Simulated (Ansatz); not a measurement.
`[S]=[Nb]([Cl])([Cl])[Cl]` + H–F → `[F][Nb](=[S])([Cl])[Cl]` + HCl at 600 K and 1 bar (ligand exchange at the Nb–Cl bond).

Isolated molecules relaxed with PBE0-D4/def2-TZVP in Ansatz; ΔE leaves out vibrations. CBS: MP2 limit from def2 TZ/QZ plus the TZ coupled-cluster correction, frozen cores. This one scheme is used for every species. Elements past krypton have def2 core potentials. For Nb outer-core shells are correlated without core-valence functions, which leaves a few kJ/mol of doubt a bond.

| species | CCSD(T)/CBS energy (Eh) | H − E (kJ/mol) | S (J/(mol·K)) |
| --- | --- | --- | --- |
| `[S]=[Nb]([Cl])([Cl])[Cl]` | -1834.26413 | 67.2 | 437.5 |
| H–F | -100.39570 | 42.3 | 194.0 |
| `[F][Nb](=[S])([Cl])[Cl]` | -1474.27673 | 68.0 | 433.6 |
| HCl | -460.38127 | 35.4 | 207.2 |

H − E and S are ideal-gas, rigid-rotor, harmonic terms from PBE0-D4/def2-TZVP. 1 Eh = 2625.50 kJ/mol, R = 8.31446 J/(mol·K).

Problem. By hand: ΔE, ΔH, ΔS and ΔG.

Solution. ΔE = (-1474.27673) + (-460.38127) − (-1834.26413) − (-100.39570) = 0.00183 Eh = 4.8 kJ/mol. Δ(H − E) = 68.0 + 35.4 − 67.2 − 42.3 = -6.1, so ΔH = -1.3 kJ/mol. ΔS = 433.6 + 207.2 − 437.5 − 194.0 = 9.3 J/(mol·K). ΔG = -1.3 − 600 × (9.3)/1000 = -6.9 kJ/mol.

Problem. By hand: the equilibrium constant, and the temperature at which ΔG would vanish if ΔH and ΔS stayed fixed.

Solution. log₁₀ K = −ΔG/(RT ln 10) = 0.6. ΔH and −TΔS have one sign here, so there is no such temperature. One of them is within its doubt of zero, so this could turn.

TΔS isn't small against ΔH here. A doubt of 5 kJ/mol in ΔE shifts log₁₀ K by 0.4 here. These are equilibria of isolated gas molecules and say nothing of rates. Largest T1 diagnostic: 0.022 (customary marks: 0.02 for closed shells, 0.045 for open ones).
